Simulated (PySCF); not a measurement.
**Electric field gradients and quadrupole coupling constants**

Species: C₇H₅NOS.
Cartesian coordinates in Å at the GFN2-xTB level; atoms count from 1:
```
atom  x, y, z in Å
C1    -2.2670    0.9955    0.4157
C2    -1.7026   -0.2960   -0.0655
S3    -2.6534   -1.5486   -0.5238
C4    -0.2777   -0.4155   -0.1180
C5     0.5271   -1.4735   -0.5143
C6     1.8490   -1.0457   -0.3643
C7     1.7759    0.2495    0.1158
C8     2.8200    1.1309    0.4357
N9     3.6957    1.8270    0.6878
O10    0.4927    0.6261    0.2634
H11   -3.3525    0.9598    0.4074
H12   -1.9238    1.8129   -0.2193
H13   -1.9163    1.2027    1.4273
H14    0.1824   -2.4246   -0.8649
H15    2.7461   -1.5926   -0.5725
```

Field gradients from the PBE0/pcSseg-1 density (PySCF, non-relativistic), principal values in atomic units, ordered |Vxx| ≤ |Vyy| ≤ |Vzz|:

```csv
atom,Vxx,Vyy,Vzz
S3,1.3515,1.5893,-2.9408
N9,0.3734,0.6254,-0.9988
O10,-0.7102,-0.7619,1.4722
```

Problem. Find the asymmetry η = (Vxx − Vyy)/Vzz and the couplings χ = eQV/h (234.96 MHz × Q in barn × V in au), with Q(33S) = −0.0678 b, Q(14N) = 0.02044 b, Q(17O) = −0.0256 b.

Solution. 
```tsv
atom	environment	nucleus	η	χzz (MHz)	χxx (MHz)	χyy (MHz)
S3	thiocarbonyl sulfur	33S	0.08	46.85	-21.53	-25.32
N9	nitrile nitrogen	14N	0.25	-4.797	1.793	3.004
O10	furan-type oxygen	17O	0.04	-8.86	4.27	4.58
```

The gradient is axial or nearly so (η below 0.05) at O10. The tensor is traceless: Vxx + Vyy + Vzz = 0.

Problem. What is Vzz at O10 in SI units (1 au = 9.71736 × 10²¹ V/m²)?

Solution. 1.4722 au = 14.306 × 10²¹ V/m².

Problem. And the gradient at the other heavy atoms, for which no coupling is worked out here?

Solution. 
```json
{"atom": "C1", "environment": "methyl carbon", "Vzz (au)": "0.114", "η": "0.70"}
{"atom": "C2", "environment": "thiocarbonyl carbon", "Vzz (au)": "0.478", "η": "0.19"}
{"atom": "C4", "environment": "substituted aromatic carbon", "Vzz (au)": "-0.344", "η": "0.82"}
{"atom": "C5", "environment": "aromatic CH carbon", "Vzz (au)": "0.297", "η": "0.26"}
{"atom": "C6", "environment": "aromatic CH carbon", "Vzz (au)": "0.272", "η": "0.28"}
{"atom": "C7", "environment": "substituted aromatic carbon", "Vzz (au)": "0.298", "η": "0.47"}
{"atom": "C8", "environment": "nitrile carbon", "Vzz (au)": "-0.334", "η": "0.07"}
```

Problem. What couplings would deuterons (Q(2H) = 0.00286 b) have in place of the hydrogens, at this geometry?

Solution. 
| atom | bonded to | bond length (Å) | Vzz (au) | η | χzz (kHz) |
| --- | --- | --- | --- | --- | --- |
| H11 | C1 | 1.086 | 0.3101 | 0.03 | 208 |
| H12 | C1 | 1.090 | 0.3072 | 0.04 | 206 |
| H13 | C1 | 1.090 | 0.3072 | 0.04 | 206 |
| H14 | C5 | 1.071 | 0.3413 | 0.03 | 229 |
| H15 | C6 | 1.071 | 0.3425 | 0.06 | 230 |

Geometry: GFN2-xTB, one conformer, isolated molecule. GFN2-xTB bond lengths can be off by several hundredths of an ångström, more for odd bonds, and the gradients follow them. These gradients aren't converged with respect to the basis.

These values come from a run that also computed NMR shieldings. The run took about 2 min of CPU time (grids of density and orbitals included) (one thread, shared machine).
